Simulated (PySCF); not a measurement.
H3B3O3, charge -1, doublet, geometry from GFN2-xTB (a state made from the parent by changing its charge; the spin is typed, not shown lowest) (in this run its highest filled SCF level lies above zero, so its values depend strongly on the basis, on diffuse functions most of all); MP2/STO-3G (PySCF).

PySCF was given this input:
```python
from pyscf import gto, scf, mp

mol = gto.Mole()
mol.atom = '''
    B    -0.60728257    1.19685265    0.16902071
    O    -1.40348450    0.03382337    0.16762818
    B    -0.69503032   -1.15694414   -0.09071650
    O     0.61276089   -1.23313937   -0.19279040
    B     1.48170512   -0.05401672   -0.01105707
    O     0.70335584    1.19703216    0.07537462
    H    -1.20229179    2.23220637    0.28760299
    H    -1.36553159   -2.14663289   -0.19559398
    H     2.36980431    0.00323830   -0.82994389
'''
mol.basis = 'sto-3g'
mol.charge = -1
mol.spin = 1
mol.verbose = 3
mol.build()

mf = scf.UHF(mol)
mf.kernel()

pt = mp.MP2(mf, frozen=6)
pt.kernel()
print('E(MP2) = %.10f' % pt.e_tot)
mf.analyze()
```

The log (banner, timings and long lists left out):

```
converged SCF energy = -296.556195625423  <S^2> = 0.75566139  2S+1 = 2.0056534
E(UMP2) = -296.800339664949  E_corr = -0.244144039526297
E(SCS-UMP2) = -296.802860514988  E_corr = -0.246664889565165
E(MP2) = -296.8003396649
**** MO energy ****
                             alpha | beta                alpha | beta
MO #1   energy= -20.0094673410936  | -20.0084033548767  occ= 1 | 1
MO #2   energy= -20.000275720782   | -20.0007787601358  occ= 1 | 1
MO #3   energy= -20.0001870041354  | -20.0006916481154  occ= 1 | 1
MO #4   energy= -7.19469575010944  | -7.19362709703181  occ= 1 | 1
MO #5   energy= -7.19429087687752  | -7.19322079536874  occ= 1 | 1
MO #6   energy= -7.06453099359257  | -7.03459436204459  occ= 1 | 1
MO #7   energy= -1.07953268836908  | -1.0765259755497   occ= 1 | 1
MO #8   energy= -1.01331112551834  | -1.0101055420604   occ= 1 | 1
MO #9   energy= -1.00834532591957  | -1.00929306782578  occ= 1 | 1
MO #10  energy= -0.458782600931729 | -0.45587307458635  occ= 1 | 1
MO #11  energy= -0.458122833159199 | -0.434089610828791 occ= 1 | 1
MO #12  energy= -0.357936327851189 | -0.354008067505452 occ= 1 | 1
MO #13  energy= -0.337210506922999 | -0.333976234404127 occ= 1 | 1
MO #14  energy= -0.294752668559488 | -0.279095996518001 occ= 1 | 1
MO #15  energy= -0.266578112340453 | -0.253977331641441 occ= 1 | 1
MO #16  energy= -0.253803127147744 | -0.252296423662664 occ= 1 | 1
MO #17  energy= -0.204263667571399 | -0.194280946467472 occ= 1 | 1
MO #18  energy= -0.174324466047627 | -0.170074367117193 occ= 1 | 1
MO #19  energy= -0.167157376801819 | -0.148576390413907 occ= 1 | 1
MO #20  energy= -0.131806137795506 | -0.113055681378327 occ= 1 | 1
MO #21  energy= -0.110655735303073 | -0.111294347355372 occ= 1 | 1
MO #22  energy= 0.0876696593801438 | 0.545218020518388  occ= 1 | 0
MO #23  energy= 0.539456014899268  | 0.581789964412156  occ= 0 | 0
MO #24  energy= 0.61143580626125   | 0.686680032477269  occ= 0 | 0
MO #25  energy= 0.845638224661594  | 0.848970772474323  occ= 0 | 0
MO #26  energy= 0.852156062265776  | 0.880315387505174  occ= 0 | 0
MO #27  energy= 0.904478496175432  | 0.930474901174375  occ= 0 | 0
MO #28  energy= 1.02035307626187   | 1.03134899882944   occ= 0 | 0
MO #29  energy= 1.02259044902106   | 1.03218685343351   occ= 0 | 0
MO #30  energy= 1.03130132418059   | 1.05804360627176   occ= 0 | 0

To work with the spin densities directly, `use mulliken_meta_spin()` only printing them here.

 ** Mulliken spin pop alpha/beta on meta-lowdin orthogonal AOs **
 ** Mulliken Spin Density (per atom)  **
spin density of  0 B =      0.03946
spin density of  1 O =      0.02928
spin density of  2 B =      0.03946
spin density of  3 O =     -0.02576
spin density of  4 B =      0.97433
spin density of  5 O =     -0.02576
spin density of  6 H =     -0.00332
spin density of  7 H =     -0.00332
spin density of  8 H =     -0.02436
 ** Mulliken pop alpha/beta on meta-lowdin orthogonal AOs **
 ** Mulliken atomic charges   ( Nelec_alpha | Nelec_beta ) **
charge of  0B =      0.11571  (     2.46187      2.42241 )
charge of  1O =     -0.25334  (     4.14131      4.11203 )
charge of  2B =      0.11571  (     2.46187      2.42241 )
charge of  3O =     -0.20904  (     4.09164      4.11740 )
charge of  4B =     -0.12786  (     3.05109      2.07677 )
charge of  5O =     -0.20904  (     4.09164      4.11740 )
charge of  6H =     -0.13279  (     0.56474      0.56805 )
charge of  7H =     -0.13279  (     0.56474      0.56805 )
charge of  8H =     -0.16657  (     0.57110      0.59546 )

WARN: System has nonzero charge -1; the dipole moment is origin-dependent.
Location of origin: [0. 0. 0.]

Dipole moment(X, Y, Z, Debye): -2.04581,  0.03855,  0.34184
```
